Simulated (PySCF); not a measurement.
Isomers of C2H10FN2Si2 (doublet state), one GFN2-xTB conformer each. Single-point energies are computed at B3LYP/pcH-1 (PySCF, gas phase, no added dispersion term), electronic only. GFN2-xTB treats the open shell by occupation alone, and not every SCF solution was tested for stability.

```json
{"SMILES": "[CH2][Si@](N)(F)[SiH2]NC", "GFN2-xTB relative energy (kJ/mol)": "83.6"}
{"SMILES": "CN[SiH][Si@](C)(N)F", "GFN2-xTB relative energy (kJ/mol)": "0.0"}
```

Conformers: `[CH2:1][Si@:2]([NH2:3])([F:4])[SiH2:5][NH:6][CH3:7]` (doublet state) with H–C1–Si2–N3 -60° and 149°, C1–Si2–N3–H -157° and 62°, C1–Si2–Si5–N6 46°, Si2–Si5–N6–C7 -60°; `[CH3:1][NH:2][SiH:3][Si@:4]([CH3:5])([NH2:6])[F:7]` (doublet state) with C1–N2–Si3–Si4 -170°, N2–Si3–Si4–C5 55°, Si3–Si4–N6–H 176° and -44°.

Q: What does B3LYP/pcH-1 give for the same structures?

A: 
| SMILES | B3LYP/pcH-1 E (Eh) | B3LYP/pcH-1 (kJ/mol) | GFN2-xTB (kJ/mol) | point group |
| --- | --- | --- | --- | --- |
| CN[SiH][Si@](C)(N)F | -870.69834 | 0.0 | 0.0 | C1 |
| [CH2][Si@](N)(F)[SiH2]NC | -870.66151 | 96.7 | 83.6 | C1 |

Both levels put the same isomer lowest.
